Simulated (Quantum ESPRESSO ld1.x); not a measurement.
One sound ld1.x (Quantum ESPRESSO 7.5) input for neutral cadmium gives E = -5589.6099 hartree in 28 iterations:

```
 &input
    zed=48.0,
    iswitch=1,
    rel=1,
    lsd=1,
    dft='PZ',
    config='[Kr] 4d10 5s2',
    verbosity='high',
    prefix='ld1',
    max_out_wfc=37,
    file_charge='ld1.rho',
 /
```

Changed or added lines, one case at a time, and what came of them:

- config='[Kr] 4d10 5s': refused. The program stops in el_config with "no occupancy field?": each term needs its occupation.
- config='[Kr] 4d10 5s2 5g1': refused. The program stops in el_config with "l not found:G": the config string knows s, p, d and f alone.
- rmax=5000.0: harmless. The energy moves by less than 1e-5 hartree against the default mesh (-5589.6099 hartree).
- beta=1.5: harmless. The Broyden-type mixing copes: 26 iterations against 28, same energy.
- dft='R2SCAN': refused. The program stops in set_dft_from_name with "libxc needed for this functional": this build has no Libxc.
- beta=0.005: not converged. So little new potential is mixed in that the limit of 200 iterations comes first; the energy is off by +0.008419 hartree.
- rel=2 relpert=.true. (without lsd): refused. The program stops in ld1_readin with "perturbative SO-splitting for AE calculations with rel=0 only": the perturbative correction needs rel = 0.
